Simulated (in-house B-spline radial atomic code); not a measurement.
Inner-shell binding energies (edges) and X-ray emission energies of free atoms and ions, as differences of relaxed hole-state energies with first-order Breit, QED and recoil terms, without correlation or multiplet splittings, in NIST's listed ground configurations. For neutral atoms such line energies lie within some 1 to 5 eV of tabulated X-ray lines (up to 20 eV for the heaviest). Removing outer electrons raises all edges nearly alike, so lines move far less than edges. K = 1s, L1 = 2s. A dash marks a subshell that is part filled or wasn't run, or a line left out. Computed with an all-electron radial atomic-structure program (B-spline basis): Dirac-Hartree-Fock, average of the configuration, finite nuclei.

```
 ion           configuration  K edge (eV)  L1 edge (eV)
  Bi  [Xe] 4f14 5d10 6s2 6p3      90529.6       16401.6
 Bi+  [Xe] 4f14 5d10 6s2 6p2      90538.7       16410.7
Bi2+  [Xe] 4f14 5d10 6s2 6p1        90549       16420.9
Bi3+      [Xe] 4f14 5d10 6s2            ?             ?
Bi5+          [Xe] 4f14 5d10            ?             ?
Bi6+           [Xe] 4f14 5d9      90609.7       16481.1
Bi7+           [Xe] 4f14 5d8        90632       16503.5
```

Problem. Fill in the row of Bi3+.

Solution. K edge (eV): 90560.3; L1 edge (eV): 16432.

Problem. Fill in the row of Bi5+.

Solution. K edge (eV): 90588.4; L1 edge (eV): 16459.7.
